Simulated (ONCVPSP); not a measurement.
# Varying the ONCV potential for ruthenium

Base potential:

```
Element                 : ruthenium
Generator               : ONCVPSP 4.0.1
Type                    : optimised norm-conserving Vanderbilt (ONCV)
Functional              : revPBE
Relativity              : scalar-relativistic
Frozen core             : [Ar] 3d10
Valence charge          : 16
Reference configuration : 4s2 4p6 4d7 5s1
Partial waves           : 4s+5s: rc 1.50 bohr, ncon 4, nbas 9, qcut 7.5 1/bohr, 2 projectors; 4p: rc 1.75 bohr, ncon 4, nbas 7, qcut 8 1/bohr, 2 projectors, debl 2 Ha; 4d: rc 1.80 bohr, ncon 3, nbas 7, qcut 9.8 1/bohr, 2 projectors, debl 0.3 Ha
Local potential         : polynomial inside 1.35 bohr (lpopt 5, dvloc0 1 Ha)
Core correction         : none
```

All-electron outer shells of the reference configuration (revPBE, scalar-relativistic, ld1.x):

| shell | level (eV) | outermost node (bohr) | outermost maximum (bohr) |
| --- | --- | --- | --- |
| 3d | -273.02 | – | 0.30 |
| 4s | -76.31 | 0.48 | 0.92 |
| 4p | -46.36 | 0.49 | 0.98 |
| 4d | -5.14 | 0.48 | 1.21 |
| 5s | -4.14 | 1.24 | 2.73 |

Cutoffs, loose and tight: the cutoffs (Ha) at which the residual kinetic energy of the hardest occupied pseudo-wave falls to 1 and 0.1 mHa per electron. They do not see the model core or the augmentation charge, which bear on the density cutoff. Test errors are all-electron minus pseudo excitation energies from the reference, over the configurations 4s2 4p6 4d7 5s0; 4s2 4p6 4d6 5s0; 4s2 4p6 4d5 5s0; 4s2 4p5 4d7 5s1. A dash means not determined; rows that change the core or the reference have their own tests.

```json
{"change": "base", "outcome": "generated", "cutoff, loose": "25 Ha", "cutoff, tight": "30 Ha", "bound ghosts": "none", "GHOST(+) flags above zero": "none", "largest test error (meV)": "-71"}
{"change": "reference 4s2 4p6 4d7 5s0.75", "outcome": "generated", "cutoff, loose": "25 Ha", "cutoff, tight": "30 Ha", "bound ghosts": "none", "GHOST(+) flags above zero": "none", "largest test error (meV)": "-102"}
{"change": "d: qcut 6.2", "outcome": "generated", "cutoff, loose": "22 Ha", "cutoff, tight": "37 Ha", "bound ghosts": "none", "GHOST(+) flags above zero": "none", "largest test error (meV)": "-127"}
```

Question: What comes out with this change to the base: p: qcut 10.5?

Answer: outcome: generated; cutoff, loose: 28 Ha; cutoff, tight: 36 Ha; bound ghosts: none; GHOST(+) flags above zero: none; largest test error (meV): -50.
